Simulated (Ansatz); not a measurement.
One change: `C[CH]1[CH2][GaH]1` becomes `[CH2]1[CH2][GaH]1`.

Ansatz, PBE0-D4/def2-TZVP geometries, multiplicity 1. 

Scalar relativity is left out up to krypton.

| property | `C[CH]1[CH2][GaH]1` |
| --- | --- |
| LUMO energy (B3LYP/def2-TZVPP) / eV | -1.66 |
| HOMO–LUMO gap (B3LYP/def2-TZVPP) / eV | 3.60 |
| size of the dipole moment (PBE/def2-TZVPP) / D | 0.44 |
| LUMO energy (PBE/def2-TZVPP) / eV | -2.19 |
| HOMO energy (PBE0/def2-TZVPP) / eV | -5.42 |
| size of the dipole moment (ωB97M-V/def2-TZVPP) / D | 0.71 |

**Question.** What does the change do to each property? (Best estimate.)

**Answer.** Computed: 
```json
{"property": "LUMO energy (B3LYP/def2-TZVPP) / eV", "`[CH2]1[CH2][GaH]1`": "-1.64", "shift": "0.02"}
{"property": "HOMO–LUMO gap (B3LYP/def2-TZVPP) / eV", "`[CH2]1[CH2][GaH]1`": "3.74", "shift": "0.14"}
{"property": "size of the dipole moment (PBE/def2-TZVPP) / D", "`[CH2]1[CH2][GaH]1`": "0.49", "shift": "0.05"}
{"property": "LUMO energy (PBE/def2-TZVPP) / eV", "`[CH2]1[CH2][GaH]1`": "-2.17", "shift": "0.02"}
{"property": "HOMO energy (PBE0/def2-TZVPP) / eV", "`[CH2]1[CH2][GaH]1`": "-5.56", "shift": "-0.14"}
{"property": "size of the dipole moment (ωB97M-V/def2-TZVPP) / D", "`[CH2]1[CH2][GaH]1`": "0.76", "shift": "0.05"}
```

Dipoles are sizes alone; their direction can turn.

B3LYP here is the variant with VWN-RPA as its local correlation; programs differ in this.
